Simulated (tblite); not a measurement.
A geometry optimisation, step by step.

Compound: C4H9BSSi.
SMILES with atom numbers: `[BH2:1][Si@@H:2]([CH2:3][C:4]#[CH:5])[S:6][CH3:7]` (hydrogens: H8, H9 on B1; H10 on Si2; H11, H12 on C3; H13 on C5; H14, H15, H16 on C7)

Computed with GFN2-xTB (tblite), gas phase: L-BFGS steps from a force-field or distance-geometry start until the largest atomic force falls under 0.01 eV/Å. 4 of its 86 geometries are shown.

Step 0: E = -524.2283 eV, largest atomic force 1.111 eV/Å
```
atom  x, y, z in Å  |  force x, y, z in eV/Å
B1     -1.049   -2.050   -0.365   -0.310  -0.358  -0.118
Si2    -0.083   -0.431    0.085   -0.597  -0.459   0.456
C3      1.761   -0.762   -0.092    0.948   0.556  -0.161
C4      2.508    0.438    0.293    0.194  -0.301  -0.011
C5      3.131    1.407    0.634   -0.145  -0.197  -0.081
S6     -0.670    1.171   -1.216   -0.117   0.373   0.073
C7     -2.301    1.393   -0.453   -0.715   0.139   0.414
H8     -1.832   -2.026   -1.246    0.106  -0.262   0.198
H9     -0.863   -3.047    0.241   -0.139   0.208  -0.282
H10    -0.366   -0.073    1.496    0.126   0.312  -0.074
H11     2.041   -1.615    0.548    0.009   0.364  -0.311
H12     1.972   -1.007   -1.152    0.116   0.061   0.550
H13     3.675    2.270    0.923   -0.227  -0.324  -0.120
H14    -2.189    1.652    0.621   -0.028  -0.200  -0.707
H15    -2.906    0.471   -0.551    0.392   0.461   0.058
H16    -2.836    2.217   -0.954    0.387  -0.373   0.116
```

Step 28: E = -524.4005 eV, largest atomic force 0.067 eV/Å
```
atom  x, y, z in Å  |  force x, y, z in eV/Å
B1     -1.100   -2.126   -0.346   -0.009   0.004  -0.002
Si2    -0.107   -0.519    0.157    0.066  -0.003  -0.013
C3      1.792   -0.731   -0.111   -0.033  -0.007   0.001
C4      2.530    0.438    0.292   -0.010  -0.030  -0.006
C5      3.138    1.411    0.633    0.020   0.011  -0.001
S6     -0.646    1.203   -1.056   -0.009   0.017  -0.001
C7     -2.350    1.437   -0.460    0.021  -0.005  -0.005
H8     -1.873   -2.128   -1.223   -0.023  -0.003  -0.019
H9     -0.924   -3.145    0.198    0.018  -0.006   0.020
H10    -0.256   -0.039    1.544   -0.013   0.011   0.026
H11     2.125   -1.587    0.479    0.007   0.003  -0.012
H12     2.013   -0.943   -1.160   -0.038   0.010   0.005
H13     3.686    2.258    0.918   -0.008   0.012   0.010
H14    -2.327    1.713    0.590   -0.016  -0.009   0.002
H15    -2.924    0.526   -0.601    0.013  -0.008   0.000
H16    -2.784    2.242   -1.043    0.014   0.001  -0.007
```

Step 57: E = -524.4041 eV, largest atomic force 0.027 eV/Å
```
atom  x, y, z in Å  |  force x, y, z in eV/Å
B1     -1.105   -2.110   -0.315   -0.004   0.008   0.009
Si2    -0.103   -0.509    0.194    0.011   0.007   0.003
C3      1.782   -0.728   -0.133    0.002  -0.012  -0.002
C4      2.533    0.426    0.290    0.001   0.000  -0.014
C5      3.138    1.398    0.640   -0.001  -0.007   0.007
S6     -0.612    1.235   -0.999   -0.026  -0.008   0.002
C7     -2.346    1.427   -0.483   -0.004   0.007   0.002
H8     -1.890   -2.116   -1.181   -0.001   0.002   0.001
H9     -0.906   -3.129    0.223   -0.003   0.000   0.000
H10    -0.222   -0.049    1.592   -0.014   0.002  -0.006
H11     2.131   -1.609    0.409    0.019   0.000   0.001
H12     1.958   -0.896   -1.197    0.008   0.006   0.001
H13     3.678    2.245    0.941    0.007  -0.003   0.003
H14    -2.382    1.687    0.570   -0.010  -0.009  -0.005
H15    -2.895    0.506   -0.665    0.016   0.005   0.000
H16    -2.766    2.232   -1.077   -0.002   0.000  -0.001
```

Step 85: E = -524.4064 eV, largest atomic force 0.010 eV/Å
```
atom  x, y, z in Å  |  force x, y, z in eV/Å
B1     -1.125   -2.066   -0.266    0.003   0.000   0.001
Si2    -0.083   -0.479    0.202   -0.003   0.007  -0.001
C3      1.794   -0.703   -0.169   -0.001  -0.001   0.005
C4      2.566    0.423    0.291    0.003  -0.002  -0.004
C5      3.198    1.361    0.682   -0.005   0.001   0.001
S6     -0.624    1.263   -0.979    0.001   0.005  -0.005
C7     -2.380    1.382   -0.519    0.001  -0.001   0.000
H8     -1.938   -2.062   -1.106    0.004  -0.004  -0.001
H9     -0.938   -3.083    0.280    0.000  -0.002   0.000
H10    -0.177   -0.019    1.603    0.001   0.001  -0.001
H11     2.147   -1.608    0.329    0.003  -0.005  -0.002
H12     1.952   -0.827   -1.242   -0.003   0.006   0.004
H13     3.757    2.184    1.015    0.004  -0.005  -0.001
H14    -2.464    1.589    0.543   -0.002   0.000   0.001
H15    -2.889    0.454   -0.764   -0.009   0.002   0.003
H16    -2.803    2.201   -1.090    0.003  -0.003  -0.001
```

Problem. Summarise the path.

Solution. The energy falls by 17.18 kJ/mol from step 0 to step 85; nine tenths of that is first reached at step 12. It falls at every step. The largest force goes from 1.111 to 0.010 eV/Å. Among the bonds Si2–C3 changes most, from 1.883 to 1.926 Å; the atoms move by 0.176 Å rms after alignment.

Problem. Follow the three bonds and two angles with the largest change from start to end.

Solution. 
```json
{"step": "0", "E above end (kJ/mol)": "17.18", "largest force (eV/Å)": "1.111", "Si2–C3 (Å)": "1.883", "Si2–S6 (Å)": "2.146", "C7–H14 (Å)": "1.111", "B1–Si2–H10 (°)": "109.1", "C3–Si2–S6 (°)": "110.0"}
{"step": "4", "E above end (kJ/mol)": "6.20", "largest force (eV/Å)": "0.646", "Si2–C3 (Å)": "1.921", "Si2–S6 (Å)": "2.186", "C7–H14 (Å)": "1.080", "B1–Si2–H10 (°)": "113.7", "C3–Si2–S6 (°)": "107.5"}
{"step": "7", "E above end (kJ/mol)": "3.27", "largest force (eV/Å)": "0.310", "Si2–C3 (Å)": "1.916", "Si2–S6 (Å)": "2.166", "C7–H14 (Å)": "1.088", "B1–Si2–H10 (°)": "115.1", "C3–Si2–S6 (°)": "107.1"}
{"step": "11", "E above end (kJ/mol)": "1.73", "largest force (eV/Å)": "0.114", "Si2–C3 (Å)": "1.932", "Si2–S6 (Å)": "2.176", "C7–H14 (Å)": "1.085", "B1–Si2–H10 (°)": "117.4", "C3–Si2–S6 (°)": "106.4"}
{"step": "15", "E above end (kJ/mol)": "1.33", "largest force (eV/Å)": "0.063", "Si2–C3 (Å)": "1.921", "Si2–S6 (Å)": "2.172", "C7–H14 (Å)": "1.086", "B1–Si2–H10 (°)": "117.8", "C3–Si2–S6 (°)": "106.5"}
{"step": "18", "E above end (kJ/mol)": "1.20", "largest force (eV/Å)": "0.082", "Si2–C3 (Å)": "1.927", "Si2–S6 (Å)": "2.172", "C7–H14 (Å)": "1.086", "B1–Si2–H10 (°)": "118.2", "C3–Si2–S6 (°)": "106.2"}
{"step": "22", "E above end (kJ/mol)": "0.96", "largest force (eV/Å)": "0.104", "Si2–C3 (Å)": "1.923", "Si2–S6 (Å)": "2.180", "C7–H14 (Å)": "1.086", "B1–Si2–H10 (°)": "117.7", "C3–Si2–S6 (°)": "105.8"}
{"step": "26", "E above end (kJ/mol)": "0.63", "largest force (eV/Å)": "0.049", "Si2–C3 (Å)": "1.926", "Si2–S6 (Å)": "2.174", "C7–H14 (Å)": "1.085", "B1–Si2–H10 (°)": "117.3", "C3–Si2–S6 (°)": "104.8"}
{"step": "30", "E above end (kJ/mol)": "0.51", "largest force (eV/Å)": "0.039", "Si2–C3 (Å)": "1.928", "Si2–S6 (Å)": "2.176", "C7–H14 (Å)": "1.086", "B1–Si2–H10 (°)": "117.1", "C3–Si2–S6 (°)": "104.6"}
{"step": "33", "E above end (kJ/mol)": "0.47", "largest force (eV/Å)": "0.056", "Si2–C3 (Å)": "1.926", "Si2–S6 (Å)": "2.176", "C7–H14 (Å)": "1.086", "B1–Si2–H10 (°)": "116.9", "C3–Si2–S6 (°)": "104.4"}
{"step": "37", "E above end (kJ/mol)": "0.41", "largest force (eV/Å)": "0.029", "Si2–C3 (Å)": "1.929", "Si2–S6 (Å)": "2.174", "C7–H14 (Å)": "1.086", "B1–Si2–H10 (°)": "117.1", "C3–Si2–S6 (°)": "104.0"}
{"step": "41", "E above end (kJ/mol)": "0.33", "largest force (eV/Å)": "0.039", "Si2–C3 (Å)": "1.926", "Si2–S6 (Å)": "2.175", "C7–H14 (Å)": "1.086", "B1–Si2–H10 (°)": "116.9", "C3–Si2–S6 (°)": "103.5"}
{"step": "44", "E above end (kJ/mol)": "0.30", "largest force (eV/Å)": "0.025", "Si2–C3 (Å)": "1.927", "Si2–S6 (Å)": "2.174", "C7–H14 (Å)": "1.086", "B1–Si2–H10 (°)": "116.9", "C3–Si2–S6 (°)": "103.3"}
{"step": "48", "E above end (kJ/mol)": "0.28", "largest force (eV/Å)": "0.015", "Si2–C3 (Å)": "1.926", "Si2–S6 (Å)": "2.175", "C7–H14 (Å)": "1.086", "B1–Si2–H10 (°)": "116.9", "C3–Si2–S6 (°)": "103.1"}
{"step": "52", "E above end (kJ/mol)": "0.26", "largest force (eV/Å)": "0.018", "Si2–C3 (Å)": "1.926", "Si2–S6 (Å)": "2.173", "C7–H14 (Å)": "1.086", "B1–Si2–H10 (°)": "117.0", "C3–Si2–S6 (°)": "103.1"}
{"step": "55", "E above end (kJ/mol)": "0.24", "largest force (eV/Å)": "0.034", "Si2–C3 (Å)": "1.927", "Si2–S6 (Å)": "2.173", "C7–H14 (Å)": "1.086", "B1–Si2–H10 (°)": "117.2", "C3–Si2–S6 (°)": "103.2"}
{"step": "59", "E above end (kJ/mol)": "0.21", "largest force (eV/Å)": "0.029", "Si2–C3 (Å)": "1.925", "Si2–S6 (Å)": "2.174", "C7–H14 (Å)": "1.085", "B1–Si2–H10 (°)": "117.4", "C3–Si2–S6 (°)": "103.1"}
{"step": "63", "E above end (kJ/mol)": "0.16", "largest force (eV/Å)": "0.023", "Si2–C3 (Å)": "1.927", "Si2–S6 (Å)": "2.173", "C7–H14 (Å)": "1.085", "B1–Si2–H10 (°)": "117.5", "C3–Si2–S6 (°)": "103.3"}
{"step": "67", "E above end (kJ/mol)": "0.13", "largest force (eV/Å)": "0.025", "Si2–C3 (Å)": "1.926", "Si2–S6 (Å)": "2.175", "C7–H14 (Å)": "1.086", "B1–Si2–H10 (°)": "117.4", "C3–Si2–S6 (°)": "103.5"}
{"step": "70", "E above end (kJ/mol)": "0.11", "largest force (eV/Å)": "0.020", "Si2–C3 (Å)": "1.927", "Si2–S6 (Å)": "2.174", "C7–H14 (Å)": "1.086", "B1–Si2–H10 (°)": "117.4", "C3–Si2–S6 (°)": "103.4"}
{"step": "74", "E above end (kJ/mol)": "0.08", "largest force (eV/Å)": "0.014", "Si2–C3 (Å)": "1.927", "Si2–S6 (Å)": "2.174", "C7–H14 (Å)": "1.086", "B1–Si2–H10 (°)": "117.2", "C3–Si2–S6 (°)": "103.6"}
{"step": "78", "E above end (kJ/mol)": "0.05", "largest force (eV/Å)": "0.040", "Si2–C3 (Å)": "1.925", "Si2–S6 (Å)": "2.175", "C7–H14 (Å)": "1.086", "B1–Si2–H10 (°)": "116.6", "C3–Si2–S6 (°)": "103.5"}
{"step": "81", "E above end (kJ/mol)": "0.02", "largest force (eV/Å)": "0.023", "Si2–C3 (Å)": "1.927", "Si2–S6 (Å)": "2.173", "C7–H14 (Å)": "1.086", "B1–Si2–H10 (°)": "116.5", "C3–Si2–S6 (°)": "103.4"}
{"step": "85", "E above end (kJ/mol)": "0.00", "largest force (eV/Å)": "0.010", "Si2–C3 (Å)": "1.926", "Si2–S6 (Å)": "2.173", "C7–H14 (Å)": "1.086", "B1–Si2–H10 (°)": "116.5", "C3–Si2–S6 (°)": "103.4"}
```

The cost below is that of the whole relaxation. Hardware: Arm Neoverse N1, one thread, shared host. Cost: 1.0 s wall.
